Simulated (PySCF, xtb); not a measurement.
C₄H₁₀N₂, SMILES C/N=C\CCN.

xtb with GFN2-xTB at its own geometry gives an orbital gap of 3.60 eV and a dipole moment of 2.17 D.

The structure is a stationary point at B3LYP-D3(BJ)/def2-SVP. The structure was generated by enumeration; whether it is a known compound was not checked. One conformer was computed; it need not be the lowest.

Question: What does PBE/def2-TZVP run with PySCF give? (The exact figures need the calculation; the answer reports its results.)

Answer: gap 4.12 eV (levels -5.30 and -1.18 eV), dipole 2.03 D.
